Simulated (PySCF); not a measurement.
## Static response to an electric field

Species: C₆H₆P₂.
Geometry (GFN2-xTB, Å), atoms numbered from 1 in this order:
```
atom  x, y, z in Å
P1     3.585   -0.713    0.001
P2     1.954   -1.901   -0.241
C3     0.532   -0.760   -0.114
C4     0.414    0.374   -0.914
C5    -0.697    1.188   -0.806
C6    -1.699    0.883    0.100
C7    -1.594   -0.250    0.891
C8    -0.492   -1.076    0.775
H9     2.936    0.518    0.183
H10    1.193    0.611   -1.627
H11   -0.782    2.064   -1.434
H12   -2.564    1.523    0.186
H13   -2.376   -0.494    1.594
H14   -0.410   -1.966    1.383
```

Level: CAM-B3LYP/def2-SVPD (PySCF), static field, nuclei fixed, core orbitals frozen in the response. The polarisability tensor in these axes (au):

```
x   162.39 -12.25  -9.41
y   -12.25 112.21  -9.70
z    -9.41  -9.70  89.25
```

Give the principal values, the mean and the anisotropy Δα = √{½[(α1 − α2)² + (α2 − α3)² + (α1 − α3)²]}.

Principal values 83.49, 114.49 and 165.88 au; mean 121.29 au = 17.97 Å³ = 20.00 × 10⁻⁴⁰ C²·m²/J; Δα = 72.08 au (59 % of the mean).

What is the dipole moment, and where does it point?

(-1.77, 1.41, 0.17) D, 2.27 D in size, pointing from the negative to the positive side. Measured along this direction, the outermost atoms are P1 at the negative end and H12 at the positive end.

Molar refractivity from α?

Lorentz–Lorenz: R = (4π/3)N_A α = 2.5225 cm³/(mol·Å³) × 17.97 Å³ = 45.3 cm³/mol, in the limit of long wavelengths.

Rayleigh depolarisation ratio (linearly polarised light, static tensor)?

ρ = 3Δα²/(45ᾱ² + 4Δα²) = 15584.6/(661956 + 20779.4) = 0.0228.

Give the principal axes and the span of the nuclei along them.

Largest value along (0.97, -0.21, -0.09), where the nuclei span 6.47 Å; middle along (0.15, 0.90, -0.40), 4.72 Å; least along (0.17, 0.38, 0.91), 1.92 Å. The response follows the extents in order.

In TDDFT the mean static polarisability is Σ f/ω² over all singlet excitations (ω in hartree). How much of it do the 8 lowest give? Their energies (eV) and oscillator strengths: 3.31, 0.0270; 3.97, 0.0097; 4.29, 0.1449; 4.77, 0.0050; 5.36, 0.0284; 5.47, 0.0213; 5.80, 0.1010; 6.09, 0.0319.

They add up to 12.40 au, 10.2 % of the 121.29 au; the largest single term is 5.83 au, from the state at 4.29 eV. Terms in order: 1.83, 0.45, 5.83, 0.16, 0.73, 0.53, 2.22, 0.64 au. Higher excitations give the rest. The strengths listed sum to 0.369.

One conformer (not necessarily the lowest) at the GFN2-xTB geometry, without solvent, vibrations or thermal averaging.
